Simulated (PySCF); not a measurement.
C3H4BCl2N.
Atom-mapped SMILES: `[H]/[N:4]=[C:3](\[CH:2]=[CH2:1])[B:5]([Cl:6])[Cl:7]` (hydrogens: H8, H9 on C1; H10 on C2; H11 on N4)

Computed by this run: PBE0-D3(BJ)/def2-SVP geometry optimisation, gas phase (PySCF); density fitting, grid level 1; the optimiser is geomeTRIC in internal coordinates, started from a GFN2-xTB structure with every atom displaced at random (about 0.01 Å).

Step 0: E = -30362.6271 eV
```
atom  x, y, z in Å  |  force x, y, z in eV/Å
C1     -1.2498   -0.9038    0.7476   -0.822   1.662  -1.273
C2     -1.0159    0.1125   -0.1025    0.445  -0.612   0.460
C3      0.3239    0.5590   -0.4733    0.818  -0.268   0.417
N4      0.6042    1.5272   -1.2600   -0.751   0.388  -0.342
B5      1.6107   -0.1937    0.1428   -1.037   1.190  -0.261
Cl6     2.1391   -1.6616   -0.5263    0.377  -1.174  -0.556
Cl7     2.4688    0.4994    1.4669    0.256   0.298   0.468
H8     -2.2616   -1.1661    0.9747   -0.782  -0.339   0.276
H9     -0.4838   -1.4312    1.2314    1.365  -0.962   0.740
H10    -1.8229    0.6679   -0.5567   -0.613   0.210  -0.236
H11    -0.2766    1.9697   -1.6308    0.744  -0.393   0.306
```

Step 1: E = -30362.7005 eV
```
atom  x, y, z in Å  |  force x, y, z in eV/Å
C1     -1.2934   -0.8891    0.7427    0.326  -0.455   0.279
C2     -1.0416    0.1334   -0.0760   -0.085   0.248  -0.090
C3      0.3198    0.5724   -0.4128   -0.221   0.362  -0.177
N4      0.6296    1.4902   -1.2543    0.292  -0.443   0.117
B5      1.5901   -0.1216    0.2006    0.387  -0.582  -0.555
Cl6     2.1435   -1.5900   -0.6412   -0.131   0.437   0.423
Cl7     2.5091    0.5015    1.5328   -0.049   0.047   0.056
H8     -2.3061   -1.1922    1.0228    0.033   0.028  -0.061
H9     -0.4604   -1.4882    1.1581   -0.347   0.178  -0.066
H10    -1.8719    0.7204   -0.4938    0.081  -0.022  -0.054
H11    -0.1827    1.8426   -1.7651   -0.287   0.201   0.127
```

Step 2: E = -30362.7374 eV
```
atom  x, y, z in Å  |  force x, y, z in eV/Å
C1     -1.3095   -0.8990    0.7473    0.136   0.032  -0.077
C2     -1.0165    0.1154   -0.0764   -0.041   0.108   0.148
C3      0.3366    0.5442   -0.4567    0.083  -0.218   0.009
N4      0.6050    1.4747   -1.2914    0.030   0.288   0.164
B5      1.6413   -0.1352    0.1206    0.037  -0.593  -0.142
Cl6     2.2350   -1.6580   -0.5422   -0.174   0.294   0.017
Cl7     2.5121    0.5544    1.4538    0.014   0.211   0.100
H8     -2.3493   -1.1460    0.9717    0.014  -0.057   0.049
H9     -0.5320   -1.5201    1.2091   -0.063   0.048  -0.040
H10    -1.8338    0.7050   -0.5120   -0.006   0.007  -0.051
H11    -0.2529    1.9439   -1.6099   -0.029  -0.120  -0.179
```

**Question.** Estimate the geometry and energy of step 3. (The exact step hangs on the optimiser's Hessian estimate; all steps are aligned on step 2, rigid shifts and turns removed.)

**Answer.** E = -30362.7557 eV, largest force 0.271 eV/Å
```
atom  x, y, z in Å  |  force x, y, z in eV/Å
C1     -1.2848   -0.8927    0.7365   -0.117   0.059  -0.054
C2     -1.0334    0.1407   -0.0768    0.109  -0.150   0.098
C3      0.3269    0.5503   -0.4476   -0.014   0.059  -0.041
N4      0.6159    1.4868   -1.2695   -0.005   0.082  -0.060
B5      1.6133   -0.1541    0.1379    0.050  -0.264  -0.036
Cl6     2.1860   -1.6708   -0.5337   -0.097   0.147   0.010
Cl7     2.4890    0.5493    1.4657    0.013   0.106   0.050
H8     -2.3060   -1.1853    0.9895   -0.014  -0.003   0.024
H9     -0.4792   -1.4932    1.1696    0.019  -0.010  -0.001
H10    -1.8546    0.7282   -0.5086    0.012  -0.020   0.002
H11    -0.2373    1.9202   -1.6495    0.044  -0.007   0.009
```

The energy changes by -0.0183 eV. The first-order estimate −F·Δx gives -0.0383 eV and the mean of the old and new forces, exact on a quadratic surface, -0.0183 eV. The step makes an angle of 73° with the force vector and moves no atom by more than 0.071 Å.

What follows is the cost of the whole optimisation. On an AMD EPYC 9R45 with one thread, shared host, this took 49 s and 0.54 GiB of memory at its peak.
